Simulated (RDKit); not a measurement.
Job for RDKit: MMFF94 on H2O2 (SMILES OO), a point of a torsion scan.

```python
from rdkit import Chem
from rdkit.Chem import AllChem, rdDetermineBonds

blocks = [
'''4

O    -0.65852782    0.37196446    0.27011592
O     0.65245759    0.37416489   -0.28226957
H    -1.12938991   -0.37378509   -0.11990206
H     0.70432366   -0.37071261   -0.89254399
''',
]
mol = None
for b in blocks:
    f = Chem.MolFromXYZBlock(b)
    rdDetermineBonds.DetermineBonds(f, charge=0)
    mol = f if mol is None else Chem.CombineMols(mol, f)
Chem.SanitizeMol(mol)
print(Chem.MolToSmiles(Chem.RemoveHs(mol)))
ff = AllChem.MMFFGetMoleculeForceField(mol, AllChem.MMFFGetMoleculeProperties(mol), nonBondedThresh=100.0, ignoreInterfragInteractions=False)
e = ff.CalcEnergy()
print(f'MMFF94 energy {e:.6f} kcal/mol')
```

Output:

```
OO
MMFF94 energy 26.746285 kcal/mol
```

The run finished.

Cost: about 0.010 core-seconds (a rough figure).
